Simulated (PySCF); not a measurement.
**Telling isomers of C4H8O4Si apart by NMR**

Computed data (PySCF 2.14.0 with density-fitted response routines): structure optimised with GFN2-xTB, shieldings: GIAO PBE0/pcSseg-1. Non-relativistic Hamiltonian, one computed conformer, averaged over atoms made equivalent by symmetry, fast rotation or ring inversion, in vacuum.

References, each an isolated molecule treated in the same way: ¹H, ¹³C against TMS. Where no couplings were computed, multiplicities follow the n + 1 count of equivalent neighbours, and m marks all less simple cases (inequivalent or close neighbours, rings, F or P nearby). Shifts are as computed. Against solution values, carbons near 30 ppm lie about +3 ppm off and those near 130 ppm about +5 ppm. Of 1309 compounds with measured shifts, 239 miss one by over three times the rms of a fit or turn the order of signals round; such compounds aren't used in these exercises. OH and NH positions are gas-phase values without hydrogen bonding to other molecules.

(1) Tabulate the signals of `CCOC(=O)C(=O)O[SiH3]`, `CC(=O)OC(=O)C[SiH2]O` and their relative energies.

(2) What is the quickest way to tell CCOC(=O)C(=O)O[SiH3] from CC(=O)OC(=O)C[SiH2]O?

Answers

(1) 
```json
{"SMILES": "CCOC(=O)C(=O)O[SiH3]", "carbon types": "2×C 1×CH2 1×CH3", "δC": "164.0, 163.1, 65.3, 16.0", "δH": "4.95 (s, 3H), 4.58 (q, 2H), 1.37 (t, 3H)", "E rel. (kcal/mol)": "17.3"}
{"SMILES": "CC(=O)OC(=O)C[SiH2]O", "carbon types": "2×C 1×CH2 1×CH3", "δC": "175.9, 172.0, 29.7, 24.2", "δH": "5.05 (t, 2H), 3.08 (br s, 1H), 2.17 (s, 3H), 2.15 (t, 2H)", "E rel. (kcal/mol)": "0.0"}
```

Energies are electronic energies at PBE0/pcSseg-1 on these geometries, without zero-point or thermal terms, each for the one conformer computed, which needn't be the lowest.

(2) Both give the same number of carbon signals, with the same numbers of each carbon type, so the positions decide. The first has an sp3 CH2 bonded to O at 65.3 ppm, the second an sp3 CH2 bonded to Si, α to a carbonyl at 29.7 ppm. Their most deshielded carbons lie at 164.0 and 175.9 ppm.
